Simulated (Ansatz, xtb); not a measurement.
# Two isomers of CH3SeSi−

Structure I is `C=[SiH][Se-]`, a singlet and structure II is `C1[SiH-][Se]1`, a singlet. Both are isolated ions in the gas phase, relaxed with B3LYP-D3(BJ)/def2-SVPD.

I (Å):

```xyz
6

C     1.0469   -0.8557    3.5050
Se   -1.6908   -2.3170    1.6932
Si   -0.1083   -0.9065    2.2113
H     1.1182   -1.6097    4.2930
H     1.7635   -0.0299    3.5645
H     0.0565    0.2766    1.2962
```

II (Å):

```xyz
6

C     0.0189    1.1053   -0.4326
Se    0.0451   -0.0653    1.2091
Si    0.3320   -0.6519   -1.1701
H    -0.9509    1.6039   -0.5493
H    -1.1619   -0.9587   -1.4487
H     0.8472    1.8226   -0.4024
```

Problem. Which of the two would you expect CCSD(T)/def2-SVPD + ΔMP2/def2-TZVPPD electronic energies to favour?

Solution. Structure I; the calculation gives E(II) − E(I) = +17.7 kcal/mol.

Level by level:

| level | geometry | E(II) − E(I) (kcal/mol) | departure from the last row (kcal/mol) | job, with rough time for the two |
| --- | --- | --- | --- | --- |
| GFN2-xTB | GFN2-xTB | +25.9 | +8.2 | optimisation, 0.16 s |
| HF/STO-3G | GFN2-xTB | −17.9 | −35.6 | single point, 0.28 s |
| r2SCAN-D4/def2-SVPD | GFN2-xTB | +19.5 | +1.8 | single point, 3.8 s |
| B3LYP-D3(BJ)/def2-SVPD | B3LYP-D3(BJ)/def2-SVPD | +19.5 | +1.8 | optimisation, 27 s |
| HF/def2-SVPD | B3LYP-D3(BJ)/def2-SVPD | +23.1 | +5.5 | part of the CCSD(T) run |
| MP2/def2-SVPD | B3LYP-D3(BJ)/def2-SVPD | +20.6 | +3.0 | part of the CCSD(T) run |
| CCSD(T)/def2-SVPD | B3LYP-D3(BJ)/def2-SVPD | +18.6 | +1.0 | single point |
| CCSD(T)/def2-SVPD + ΔMP2/def2-TZVPPD | B3LYP-D3(BJ)/def2-SVPD | +17.7 |  | single point, 25 s |

As drawn, II has 1 C–Si, 1 C–Se in place of 1 C=Si. Structure I has no ring, II a 3-membered ring.

HF/STO-3G puts the two in the other order. The largest departure from CCSD(T)/def2-SVPD + ΔMP2/def2-TZVPPD is that of HF/STO-3G, 35.6 kcal/mol. The last row adds to CCSD(T) the change of the MP2 difference between the two basis sets, here −1.0 kcal/mol.

With harmonic frequencies from B3LYP-D3(BJ)/def2-SVPD (ideal gas, rigid rotor, one conformer each, 298.15 K, 1 atm): the zero-point term adds +0.5 kcal/mol; ΔH is +17.9 and ΔG +18.3 kcal/mol.

The correlated steps freeze 15 core orbitals; the filled d shell of Se is correlated, in a basis made for valence electrons. Mirror images aren't counted in ΔG. Programs: Ansatz 0.2.0, xtb 6.7.1; the last row on 2 threads of Arm Neoverse V1 on a shared host.
